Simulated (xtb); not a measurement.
C4H10Ga (SMILES C[CH2][Ga][CH2]C), doublet, from a rough starting geometry (GFN-xTB shapes and energies of metal compounds can be far from the true ones) (the spin is typed, not shown lowest); GFN2-xTB run with xtb.

xtb was given this input:
```
$ xtb mol.xyz --gfn 2 --uhf 1 --opt vtight --json

# file mol.xyz
15

Ga     0.52929552     0.93798706     0.88097462
C      1.82816307    -0.75454258     1.07140983
C      1.09033564    -2.08908430     0.55691859
H      2.02245136    -0.95670132     2.09940772
H      2.72904273    -0.61084522     0.62523253
H      0.93942559    -1.90974836    -0.53812646
H      0.20700947    -2.25869591     1.01326841
H      1.81117187    -2.95285807     0.62412308
C     -1.34893982     0.72524478    -0.45647154
C     -1.59689009     2.07130540    -1.10705789
H     -2.19571498     0.46654356     0.24607325
H     -1.21616830    -0.03184493    -1.09944935
H     -0.78446600     2.34845601    -1.71668352
H     -1.66980434     2.92745234    -0.35739874
H     -2.46114449     2.09938533    -1.68004976
```

What the program printed (banner, timings and long lists left out):

```
   ID    Z sym.   atoms
    1   31 Ga     1
    2    6 C      2, 3, 9, 10
    3    1 H      4-8, 11-15

           -------------------------------------------------
          |                Calculation Setup                |
           -------------------------------------------------

           -------------------------------------------------
          |                 G F N 2 - x T B                 |
           -------------------------------------------------

          ...................................................
          :                      SETUP                      :
          :.................................................:
          :  # basis functions                  36          :
          :  # atomic orbitals                  35          :
          :  # shells                           21          :
          :  # electrons                        29          :
          :  max. iterations                   250          :
          :  Hamiltonian                  GFN2-xTB          :
          :  restarted?                      false          :
          :  GBSA solvation                  false          :
          :  PC potential                    false          :
          :  electronic temp.          300.0000000     K    :
          :  accuracy                    1.0000000          :
          :  -> integral cutoff          0.2500000E+02      :
          :  -> integral neglect         0.1000000E-07      :
          :  -> SCF convergence          0.1000000E-05 Eh   :
          :  -> wf. convergence          0.1000000E-03 e    :
          :  Broyden damping             0.4000000          :
          :  net charge                          0          :
          :  unpaired electrons                  1          :
          ...................................................

 iter      E             dE          RMSdq      gap      omega  full diag
   1    -14.9480966 -0.149481E+02  0.751E+00    3.36       0.0  T
   2    -14.9812455 -0.331489E-01  0.334E+00    3.74       1.0  T
   3    -14.9562236  0.250219E-01  0.219E+00    3.45       1.0  T
   4    -14.9815196 -0.252959E-01  0.140E+00    3.62       1.0  T
   5    -14.9859779 -0.445834E-02  0.320E-01    3.59       1.0  T
   6    -14.9859377  0.401884E-04  0.125E-01    3.61       1.0  T
   7    -14.9860143 -0.766058E-04  0.449E-02    3.62       1.0  T
   8    -14.9860146 -0.319040E-06  0.157E-02    3.62       1.6  T
   9    -14.9860146  0.154279E-07  0.521E-03    3.62       5.0  T
  10    -14.9860148 -0.162024E-06  0.153E-03    3.62      16.9  T
  11    -14.9860148 -0.161998E-08  0.247E-04    3.62     104.6  T
  12    -14.9860148  0.789928E-10  0.211E-04    3.62     122.4  T

   *** convergence criteria satisfied after 12 iterations ***

         :::::::::::::::::::::::::::::::::::::::::::::::::::::
         ::                     SUMMARY                     ::
         :::::::::::::::::::::::::::::::::::::::::::::::::::::
         :: total energy             -14.749077407312 Eh    ::
         :: gradient norm              0.205542356955 Eh/a0 ::
         :: HOMO-LUMO gap              3.618102150537 eV    ::
         ::.................................................::
         :: SCC energy               -14.986002215304 Eh    ::
         :: -> isotropic ES            0.010780555375 Eh    ::
         :: -> anisotropic ES          0.004827244791 Eh    ::
         :: -> anisotropic XC          0.007456894020 Eh    ::
         :: -> dispersion             -0.007552683107 Eh    ::
         :: repulsion energy           0.236924807991 Eh    ::
         :: add. restraining           0.000000000000 Eh    ::
         :: total charge               0.000000000000 e     ::
         :::::::::::::::::::::::::::::::::::::::::::::::::::::

      -----------------------------------------------------------
     |                   =====================                   |
     |                        A N C O P T                        |
[...]
 * total energy  :   -14.7770242 Eh     change       -0.2346584E-06 Eh
 * total energy  :   -14.7770246 Eh     change       -0.3517032E-06 Eh
 * total energy  :   -14.7770250 Eh     change       -0.4138853E-06 Eh
 * total energy  :   -14.7770254 Eh     change       -0.3880848E-06 Eh
 * total energy  :   -14.7770258 Eh     change       -0.4010619E-06 Eh
 * total energy  :   -14.7770263 Eh     change       -0.5049463E-06 Eh
 * total energy  :   -14.7770269 Eh     change       -0.6458996E-06 Eh
 * total energy  :   -14.7770275 Eh     change       -0.6255524E-06 Eh
 * total energy  :   -14.7770279 Eh     change       -0.4158841E-06 Eh
 * total energy  :   -14.7770282 Eh     change       -0.2359221E-06 Eh
 * total energy  :   -14.7770283 Eh     change       -0.1421862E-06 Eh
 * total energy  :   -14.7770284 Eh     change       -0.8256093E-07 Eh
   *** GEOMETRY OPTIMIZATION CONVERGED AFTER 61 ITERATIONS ***
         :: total energy             -14.777028407165 Eh    ::
[...]
        24                          0.1735532               4.7226
        25                          0.1816076               4.9418
        26                          0.1886899               5.1345
       ...                                ...                  ...
        35                          0.7529928              20.4900
      -------------------------------------------------------------
                  HL-Gap            0.1314105 Eh            3.5759 eV
             Fermi-level           -0.2744627 Eh           -7.4685 eV

     #   Z          covCN         q      C6AA      α(0)
     1  31 Ga       1.572     0.182   221.042    33.791
     2   6 C        3.602    -0.154    24.118     7.101
     3   6 C        3.757    -0.089    22.254     6.726
     4   1 H        0.924     0.027     2.626     2.534
     5   1 H        0.924     0.030     2.589     2.516
     6   1 H        0.924     0.031     2.573     2.508
     7   1 H        0.924     0.035     2.519     2.482
     8   1 H        0.924     0.031     2.573     2.509
     9   6 C        3.603    -0.150    24.044     7.090
    10   6 C        3.752    -0.090    22.283     6.732
    11   1 H        0.924     0.025     2.663     2.552
    12   1 H        0.924     0.026     2.640     2.541
    13   1 H        0.924     0.034     2.528     2.486
    14   1 H        0.924     0.034     2.524     2.484
    15   1 H        0.924     0.028     2.615     2.529

 Mol. C6AA /au·bohr⁶  :       2448.984121
 Mol. C8AA /au·bohr⁸  :      97097.417234
 Mol. α(0) /au        :         86.580789

Wiberg/Mayer (AO) data.
largest (>0.10) Wiberg bond orders for each atom

 ---------------------------------------------------------------------------
     #   Z sym  total        # sym  WBO       # sym  WBO       # sym  WBO
 ---------------------------------------------------------------------------
     1  31 Ga   1.899 --     9 C    0.762     2 C    0.757
     2   6 C    3.842 --     3 C    1.016     5 H    0.942     4 H    0.942
                             1 Ga   0.757     9 C    0.169
     3   6 C    3.997 --     2 C    1.016     6 H    0.974     7 H    0.972
                             8 H    0.971
     4   1 H    0.999 --     2 C    0.942
     5   1 H    0.998 --     2 C    0.942
     6   1 H    0.999 --     3 C    0.974
     7   1 H    0.999 --     3 C    0.972
     8   1 H    0.998 --     3 C    0.971
     9   6 C    3.851 --    10 C    1.017    11 H    0.940    12 H    0.940
                             1 Ga   0.762     2 C    0.169
    10   6 C    3.997 --     9 C    1.017    15 H    0.975    13 H    0.973
                            14 H    0.973
    11   1 H    0.999 --     9 C    0.940
    12   1 H    0.999 --     9 C    0.940
    13   1 H    0.998 --    10 C    0.973
    14   1 H    0.997 --    10 C    0.973
    15   1 H    0.990 --    10 C    0.975
 ---------------------------------------------------------------------------

Topologies differ in total number of bonds
Writing topology from bond orders to xtbtopo.mol

molecular dipole:
                 x           y           z       tot (Debye)
 q only:        0.077       0.303       0.122
   full:        0.031       0.194       0.055       0.518
molecular quadrupole (traceless):
                xx          xy          yy          xz          yz          zz
 q only:       -1.066       1.090       1.179      -0.767       1.348      -0.113
  q+dip:       -0.222       0.126       0.653       0.161       0.401      -0.431
   full:       -0.696       1.128       0.491      -1.719       0.792       0.206

optimized geometry written to: xtbopt.xyz

           -------------------------------------------------
          | TOTAL ENERGY              -14.777028407165 Eh   |
          | GRADIENT NORM               0.000025682141 Eh/α |
          | HOMO-LUMO GAP               3.575861759767 eV   |
           -------------------------------------------------

normal termination of xtb
```
